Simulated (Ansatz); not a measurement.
Wavefunction ladder for Cl4FHMoO, SMILES `[OH][Mo]([F])([Cl])([Cl])([Cl])[Cl]`

```json
{"atom": "O1", "x (Å)": "1.4810", "y (Å)": "0.1931", "z (Å)": "0.5393"}
{"atom": "Mo2", "x (Å)": "-0.1605", "y (Å)": "0.0415", "z (Å)": "-0.2635"}
{"atom": "F3", "x (Å)": "0.4823", "y (Å)": "0.6835", "z (Å)": "-1.8644"}
{"atom": "Cl4", "x (Å)": "0.2910", "y (Å)": "-2.0323", "z (Å)": "-1.0980"}
{"atom": "Cl5", "x (Å)": "-0.7493", "y (Å)": "-0.7427", "z (Å)": "1.8469"}
{"atom": "Cl6", "x (Å)": "-0.7304", "y (Å)": "2.2024", "z (Å)": "0.1907"}
{"atom": "Cl7", "x (Å)": "-2.3367", "y (Å)": "-0.3207", "z (Å)": "-0.7984"}
{"atom": "H8", "x (Å)": "1.7226", "y (Å)": "-0.0247", "z (Å)": "1.4474"}
```

Charge 0, multiplicity 1. Correlated methods include outer-core shells of Mo, which these sets cover unevenly. Mo: def2 effective core potential. Geometry: relaxed with PBE0-D4/def2-TZVP. It is one conformer, not always the lowest. Frozen core, restricted reference, Ansatz.

```
     basis      HF (Eh)  MP2 corr.
  def2-SVP  -2079.71095   -1.40263
def2-TZVPP  -2080.60726   -1.90439
def2-QZVPP  -2080.67460   -2.07351
```

Estimate the CCSD correlation energy and the (T) correction in each basis where they were run (hartree).


```tsv
basis	CCSD corr.	(T)
def2-SVP	-1.36620	-0.07079
```
